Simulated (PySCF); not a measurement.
C3H6N2Si, SMILES N#CC/C=N/[SiH3]. Atoms are numbered in the order given.

```xyz
12

N     -3.3384     0.9067    -0.6862
C     -2.5154     0.4115    -0.0317
C     -1.4510    -0.2097     0.7569
C     -0.1466    -0.3392    -0.0200
N      0.9627    -0.0582     0.5199
Si     2.5450    -0.2030    -0.2451
H     -1.2620     0.3664     1.6747
H     -1.7857    -1.2202     1.0548
H     -0.2637    -0.7108    -1.0611
H      3.1765     1.1400    -0.2243
H      2.4623    -0.7018    -1.6519
H      3.3494    -1.1460     0.5724
```

Geometry optimised at TPSSh-D3(BJ)/def2-SVP. The structure was generated by enumeration; whether it is a known compound was not checked. One conformer was computed; it need not be the lowest.

Calculation: TDA-PBE/def2-SVPD in PySCF.

Vertical excitations. 

```tsv
state	energy (eV)	λ (nm)	f	main pairs
S1	4.10	303	0.002	HOMO→LUMO 100 %
S2	5.75	216	0.002	HOMO→LUMO+1 89 %
S3	5.78	215	0.003	HOMO→LUMO+2 90 %
S4	5.80	214	0.016	HOMO−3→LUMO 45 %, HOMO−1→LUMO 41 %, HOMO−2→LUMO 9 %
S5	5.90	210	0.001	HOMO−2→LUMO 76 %, HOMO→LUMO+3 14 %
S6	5.98	207	0.042	HOMO→LUMO+3 67 %, HOMO−3→LUMO 15 %
S7	6.15	202	0.029	HOMO−4→LUMO 83 %
S8	6.32	196	0.071	HOMO−5→LUMO 60 %, HOMO−1→LUMO 12 %, HOMO−3→LUMO 9 %
S9	6.38	194	0.084	HOMO−5→LUMO 38 %, HOMO−1→LUMO 20 %, HOMO−3→LUMO 17 %, HOMO−6→LUMO 10 %
S10	6.56	189	0.127	HOMO→LUMO+4 93 %
T1	3.50	354	0	HOMO→LUMO 100 %
T2	4.84	256	0	HOMO−1→LUMO 81 %
T3	5.57	223	0	HOMO→LUMO+1 92 %
T4	5.64	220	0	HOMO→LUMO+2 54 %, HOMO−2→LUMO 28 %
```
Triplets are in the Tamm–Dancoff approximation.
